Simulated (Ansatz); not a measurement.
Ligand exchange: B(CH3)2F + GeH3(SH) → B(CH3)2(SH) + GeH3F

Species: B(CH3)2F, singlet; GeH3(SH), singlet; B(CH3)2(SH), singlet; GeH3F (fluorogermane) `[F][GeH3]`, singlet. The partners trade F for SH: B–F and Ge–SH bonds give way to B–SH and Ge–F.

Shapes, held fixed at every level: PBE0-D4/def2-TZVP. Programs: Ansatz 0.2.0. The zero-point and thermal change to 298 K, harmonic and unscaled (PBE0-D4/def2-TZVP), is +0.8 kJ/mol.

Problem. Estimate ΔH(298 K) of this reaction.

Solution. The highest level, CCSD(T)/def2-TZVPP, gives ΔH(298 K) = +52.6 kJ/mol; the levels span +48.8 to +65.8. The column of differences is taken from that level and isn't an error. No measured value is set beside it here. Relativity is left out for Ge. Outer-core shells of Ge are correlated, in sets that cover them unevenly.

| level | kind | ΔH(298 K) (kJ/mol) | less CCSD(T)/def2-TZVPP |
| --- | --- | --- | --- |
| HF/def2-SVP | Hartree–Fock | +65.8 | +13.2 |
| BHLYP-D4/def2-TZVPP | global hybrid | +57.2 | +4.6 |
| PBE0-D4/def2-TZVPP | global hybrid | +54.2 | +1.6 |
| B2PLYP/def2-TZVPP | double hybrid | +53.3 | +0.7 |
| MP2/def2-TZVPP | perturbation theory | +48.8 | -3.8 |
| CCSD(T)/def2-SVP | coupled cluster or CI | +52.2 | -0.4 |
| CCSD/def2-SVP | coupled cluster or CI | +54.2 | +1.6 |
| CCSD(T)/def2-TZVPP | coupled cluster or CI | +52.6 | 0.0 |
